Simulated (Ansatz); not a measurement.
Stepwise reaction of `O[Si](O)(Cl)Cl` with water, as a gas-phase model of exchange steps in deposition or etching. ΔE in kJ/mol; ΔG adds harmonic PBE0-D4 terms to CCSD(T)/CBS, at 1 bar.

Program: Ansatz. Geometries: PBE0-D4/def2-TZVP. ΔE: electronic, gas phase. CCSD(T)/CBS adds triple-zeta CCSD(T) − MP2 to the extrapolated MP2 energy (def2 sets, frozen cores). This one scheme is used for every species. Functionals use def2-TZVPP. B3LYP here is the variant with VWN-RPA as its local correlation; programs differ in this. Each species was taken in one conformer, which may not be the lowest.

| step | reaction | PBE-D4 | B3LYP-D4 | ωB97M-V | CCSD(T)/CBS | ΔG(500 K) |
| --- | --- | --- | --- | --- | --- | --- |
| 1 | `O[Si](O)(Cl)Cl` + H₂O → `O[Si](O)(O)Cl` + HCl | -9.1 | -17.4 | -16.2 | -14.6 | -13.7 |

(1) Give the row of step 2, `O[Si](O)(O)Cl` + H₂O → `O[Si](O)(O)O` + HCl. (Best estimate.)

(2) By hand: ΔE of the 2 steps together at CCSD(T)/CBS.

Results:

(1) Computed: 
```
step                                      reaction  PBE-D4  B3LYP-D4  ωB97M-V  CCSD(T)/CBS  ΔG(500 K)
   2  `O[Si](O)(O)Cl` + H₂O → `O[Si](O)(O)O` + HCl    -3.9     -12.2    -11.6        -11.0      -11.4
```

(2) (-14.6) + (-11.0) = -25.6 kJ/mol, or -12.8 kJ/mol a step.

In ΔE the steps differ by no more than 3.6 kJ/mol. All are downhill at CCSD(T)/CBS. ΔG lies between -13.7 and -11.4 kJ/mol a step. PBE-D4 differs from CCSD(T)/CBS by 5.5 to 7.1 kJ/mol a step. Isolated molecules leave out the surface, adducts and barriers. Largest T1 diagnostic: 0.011.
